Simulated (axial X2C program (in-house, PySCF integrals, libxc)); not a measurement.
**Working with the constants of NiC⁺**

A bond curve at the PBEsol level, 2c, was computed with an in-house relativistic program for diatomic molecules (basis Ni dyall-cv3z [9s9p6d3f2g], C dyall-v3z [7s6p2d1f] (cores contracted in-house)) for the state Ω = 1/2 (⟨Sz⟩ = 0.50, ⟨Lz⟩ = 0.00 at PBEsol). Its fit gives Re = 1.5795 Å, ωe = 974.3 cm⁻¹, ωexe = 5.58 cm⁻¹ and αe = 5.227e-03 cm⁻¹; the masses are 57.9353 and 12.0000 u. Two-component means X2C with spin–orbit coupling and atomic mean-field Coulomb and Gaunt terms.

**Question.** Find the reduced mass, Be and the force constant.

**Answer.** From the PBEsol values: μ = 9.9410 u. Be = 16.8576/(μ Re²) = 0.6797 cm⁻¹. k = 5.8918×10⁻⁷ μ ωe² = 5.56 mdyn/Å.

**Question.** A Morse curve ties αe to the other constants (Pekeris). How well does that hold?

**Answer.** αe(Morse) = 6Be²/ωe × (√(ωexe/Be) − 1) = 5.307e-03 cm⁻¹; the PBEsol curve gives 5.227e-03 cm⁻¹, a ratio of 1.02.

**Question.** Where do the fundamental and the first overtone lie?

**Answer.** ν(1←0) = ωe − 2ωexe = 963.1 cm⁻¹; ν(2←0) = 2ωe − 6ωexe = 1915.1 cm⁻¹.

**Question.** Estimate the centrifugal constant by the Kratzer relation.

**Answer.** D = 4Be³/ωe² = 1.32e-06 cm⁻¹.

Occupations by symmetry block were frozen at the best pattern of an incomplete PBE0 search. Density functionals use the spin component along the axis (collinear).
